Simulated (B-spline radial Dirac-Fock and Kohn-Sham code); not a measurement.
**Compton profile of Ce⁴⁺**

System: Ce⁴⁺, configuration 1s2 2s2 2p6 3s2 3p6 3d10 4s2 4p6 4d10 5s2 5p6.

Method: the impulse approximation on Dirac-Fock densities. Computed with a B-spline atomic structure program. pz is in atomic units of momentum; subshell profiles are per electron, for a selection of subshells; open shells are spread over both j values by their weights.

```csv
pz,J total,J 2s1/2,J 3s1/2,J 4d5/2,J 5p3/2
0,7.458,0.0490,0.111,0.127,0.388
0.1,7.440,0.0490,0.111,0.127,0.388
0.14,7.421,0.0490,0.111,0.127,0.388
0.2,7.382,0.0490,0.111,0.127,0.388
0.29,7.295,0.0490,0.111,0.127,0.386
0.41,7.124,0.0490,0.110,0.127,0.379
0.58,6.775,0.0489,0.109,0.127,0.356
0.83,6.080,0.0487,0.107,0.127,0.293
1.2,4.975,0.0483,0.102,0.126,0.167
1.7,3.952,0.0477,0.0938,0.122,0.0518
2.4,3.214,0.0463,0.0793,0.106,0.0192
3.4,2.328,0.0438,0.0570,0.0685,0.0156
4.9,1.423,0.0388,0.0293,0.0231,0.00361
6.9,0.9412,0.0310,0.0116,0.00473,0.00141
9.8,0.5846,0.0199,0.00798,0.00326,0.000833
14,0.3005,0.00852,0.00608,0.00195,0.000128
20,0.1353,0.00224,0.00157,0.000497,7.55e-05
28,0.05714,0.00120,0.000277,7.53e-05,4.25e-05
40,0.02086,0.00104,0.000229,6.25e-06,1.01e-05
57,0.006995,0.000493,0.000113,< 1e-6,1.44e-06
82,0.001950,0.000140,3.14e-05,< 1e-6,< 1e-6
```

J(0) = 7.458. The 5p3/2 subshell gives the largest part, 21 %.

Mean momentum ⟨p⟩ by subshell (a.u.): 1s1/2 55.1, 2s1/2 19.6, 2p1/2 26.1, 2p3/2 24.3, 3s1/2 9.69, 3p1/2 11.6, 3p3/2 11.1, 3d3/2 13.2, 3d5/2 13.0, 4s1/2 4.84, 4p1/2 5.39, 4p3/2 5.19, 4d3/2 5.51, 4d5/2 5.44, 5s1/2 2.06, 5p1/2 2.17, 5p3/2 2.09.
